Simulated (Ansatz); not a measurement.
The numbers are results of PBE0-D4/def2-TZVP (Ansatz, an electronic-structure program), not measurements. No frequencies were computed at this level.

Ansatz 0.2 input:
```yaml
crystal:
  periodic: [false, false, false]
  atoms:
    - { symbol: C, position_ang: [1.975614, -0.184873, -0.180884] }
    - { symbol: C, position_ang: [0.785236, -0.114218, -0.027523] }
    - { symbol: Si, position_ang: [-1.045723, 0.004958, 0.196946] }
    - { symbol: Cl, position_ang: [-1.757591, 1.352432, -1.133184] }
    - { symbol: H, position_ang: [3.017477, -0.244694, -0.317317] }
    - { symbol: H, position_ang: [-1.645518, -1.296369, -0.085626] }
    - { symbol: H, position_ang: [-1.329495, 0.482763, 1.547586] }
basis:
  gaussian: { orbitals: def2-tzvp }
hamiltonian:
  xc: pbe0
  dispersion: d4
relax:
  max_steps: 150
```

Output:

```
Functional definition: PBE0
1028 factors; their error is unknown
mean field evaluation 1: about -22509.3436 eV, gradient 4.3e1 eV
mean field evaluation 2: about -22508.2126 eV, gradient 4.6e1 eV
mean field evaluation 4: about -22513.8301 eV, gradient 1.5e0 eV
mean field evaluation 8: about -22513.8330 eV, gradient 1.2e-1 eV
mean field evaluation 16: about -22513.9082 eV, gradient 2.0e-4 eV
mean field -22513.90818606 eV, -827.3708653625 hartree, gradient 5.8e-5 eV, S^2 0.000000; 0 other end points of the search recorded, 0 dependent functions left out
reference -22513.90821644 eV, -827.3708664791 hartree; 23, 23 occupied and 131, 131 virtual orbitals, 1028 factors
relax step   1: F+E_penalty+E_count = -22514.03943850 eV  Δ(F+E_penalty+E_count) = +0.000e0 eV  max|allowed force component| = 1.124e0 eV/Å  Δτ_max = 0.0000 Å  (29 SCF iters, accepted)
these checks for a lower state are left out or cut short: starts, cluster_reference, orbital_swaps, neighbouring_geometries, increment
1028 factors; their error is unknown
mean field -22513.93528004 eV, -827.3718610482 hartree, gradient 2.1e-5 eV, S^2 0.000000; 0 other end points of the search recorded, 0 dependent functions left out
reference -22513.93531049 eV, -827.3718621669 hartree; 23, 23 occupied and 131, 131 virtual orbitals, 1028 factors
relax step   2: F+E_penalty+E_count = -22514.06595719 eV  Δ(F+E_penalty+E_count) = -2.652e-2 eV  max|allowed force component| = 4.038e-1 eV/Å  Δτ_max = 0.0411 Å  (30 SCF iters, accepted)
these checks for a lower state are left out or cut short: starts, cluster_reference, orbital_swaps, neighbouring_geometries, increment
1028 factors; their error is unknown
mean field evaluation 32: about -22513.9389 eV, gradient 2.5e-5 eV
mean field -22513.93891684 eV, -827.3719946979 hartree, gradient 2.5e-5 eV, S^2 0.000000; 0 other end points of the search recorded, 0 dependent functions left out
reference -22513.93894725 eV, -827.3719958156 hartree; 23, 23 occupied and 131, 131 virtual orbitals, 1028 factors
relax step   3: F+E_penalty+E_count = -22514.06999682 eV  Δ(F+E_penalty+E_count) = -4.040e-3 eV  max|allowed force component| = 3.824e-2 eV/Å  Δτ_max = 0.0110 Å  (32 SCF iters, accepted)
these checks for a lower state are left out or cut short: starts, cluster_reference, orbital_swaps, neighbouring_geometries, increment
1028 factors; their error is unknown
mean field -22513.93902913 eV, -827.3719988245 hartree, gradient 2.6e-5 eV, S^2 0.000000; 0 other end points of the search recorded, 0 dependent functions left out
reference -22513.93905955 eV, -827.3719999423 hartree; 23, 23 occupied and 131, 131 virtual orbitals, 1028 factors
relax step   4: F+E_penalty+E_count = -22514.07008999 eV  Δ(F+E_penalty+E_count) = -9.317e-5 eV  max|allowed force component| = 1.477e-2 eV/Å  Δτ_max = 0.0027 Å  (33 SCF iters, accepted)
these checks for a lower state are left out or cut short: starts, cluster_reference, orbital_swaps, neighbouring_geometries, increment
1028 factors; their error is unknown
mean field -22513.93922193 eV, -827.3720059097 hartree, gradient 2.5e-5 eV, S^2 0.000000; 0 other end points of the search recorded, 0 dependent functions left out
reference -22513.93925240 eV, -827.3720070295 hartree; 23, 23 occupied and 131, 131 virtual orbitals, 1028 factors
relax step   5: F+E_penalty+E_count = -22514.07022088 eV  Δ(F+E_penalty+E_count) = -1.309e-4 eV  max|allowed force component| = 1.857e-2 eV/Å  Δτ_max = 0.0102 Å  (30 SCF iters, accepted)
these checks for a lower state are left out or cut short: starts, cluster_reference, orbital_swaps, neighbouring_geometries, increment
1028 factors; their error is unknown
mean field -22513.93924461 eV, -827.3720067434 hartree, gradient 2.6e-5 eV, S^2 0.000000; 0 other end points of the search recorded, 0 dependent functions left out
reference -22513.93927509 eV, -827.3720078634 hartree; 23, 23 occupied and 131, 131 virtual orbitals, 1028 factors
relax step   6: F+E_penalty+E_count = -22514.07022761 eV  Δ(F+E_penalty+E_count) = -6.720e-6 eV  max|allowed force component| = 2.946e-3 eV/Å  Δτ_max = 0.0030 Å  (31 SCF iters, accepted)
1028 factors; their error is unknown
mean field evaluation 64: about -22508.4448 eV, gradient 4.5e1 eV
mean field -22513.93924461 eV, -827.3720067434 hartree, gradient 7.5e-6 eV, S^2 0.000000; 1 other end points of the search recorded, 0 dependent functions left out
reference -22513.93927509 eV, -827.3720078634 hartree; 23, 23 occupied and 131, 131 virtual orbitals, 1028 factors
Total energy: -22514.07025808 eV, -827.3768213995 hartree
Atom 0 at     1.971693    -0.187736    -0.177005 Å, force     0.001504     0.001002    -0.001386 eV/Å
Atom 1 at     0.777129    -0.102700    -0.038503 Å, force     0.002946     0.000710    -0.001452 eV/Å
Atom 2 at    -1.020522     0.011218     0.185221 Å, force     0.000109    -0.000969     0.001335 eV/Å
Atom 3 at    -1.794564     1.367298    -1.142190 Å, force    -0.000166     0.000741    -0.000904 eV/Å
Atom 4 at     3.028141    -0.260653    -0.301984 Å, force     0.000209    -0.000743     0.000778 eV/Å
Atom 5 at    -1.639177    -1.304525    -0.080493 Å, force    -0.002562    -0.001857    -0.000628 eV/Å
Atom 6 at    -1.322700     0.477098     1.554951 Å, force    -0.002041     0.001117     0.002257 eV/Å
Dipole moment:     0.244564    -0.168696     0.136420 e Å
```

Cost: around 26 core-seconds (rough).
